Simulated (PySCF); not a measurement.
Species: C6H6FP.
Atom-mapped SMILES: `[CH3:1][c:2]1[cH:3][cH:4][cH:5][c:6]([F:7])[p:8]1` (hydrogens: H9, H10, H11 on C1; H12 on C3; H13 on C4; H14 on C5)

Geometry (GFN2-xTB, Å), atoms numbered from 1 in this order:
```
atom  x, y, z in Å
C1    -2.304   -0.368   -0.139
C2    -0.806   -0.271   -0.087
C3    -0.228    0.943    0.244
C4     1.135    1.170    0.328
C5     2.071    0.179    0.082
C6     1.697   -1.099   -0.263
F7     2.693   -1.995   -0.482
P8     0.085   -1.726   -0.456
H9    -2.706    0.331   -0.872
H10   -2.736   -0.117    0.829
H11   -2.620   -1.373   -0.410
H12   -0.894    1.771    0.451
H13    1.485    2.156    0.595
H14    3.127    0.398    0.159
```

A PySCF run (density fitting, gas phase, GFN2-xTB geometry) gave HOMO -7.16 eV, LUMO -1.61 eV, dipole 2.92 D.

Problem. Which of these levels was it?
A. PBE0/pcSseg-1
B. CAM-B3LYP/def2-SVPD
C. PW91/def2-SVPD
D. LC-wPBE/pcSseg-1
E. revPBE/pcSseg-0

Solution. A. It is PBE0/pcSseg-1. All candidates on this geometry:

```csv
level and settings,kind,basis functions,SCF cycles,E (Eh),HOMO (eV),LUMO (eV),dipole (D)
"PW91/def2-SVPD, energy threshold 1e-07 Eh",GGA,215,10,-672.9687,-6.23,-2.42,2.75
"revPBE/pcSseg-0, grid level 4",GGA,88,16,-672.1506,-6.23,-2.30,3.03
PBE0/pcSseg-1,global hybrid,173,14,-672.8752,-7.16,-1.61,2.92
CAM-B3LYP/def2-SVPD,range-separated hybrid,215,14,-672.9414,-8.27,-0.57,2.90
LC-wPBE/pcSseg-1,range-separated hybrid,173,15,-673.0446,-9.52,0.32,2.96
```

The nearest other candidate, by the summed differences of HOMO and LUMO, is revPBE/pcSseg-0: its HOMO differs by +0.93 eV and its LUMO by -0.69 eV. Cycle counts include a coarse-grid stage where the run had one.
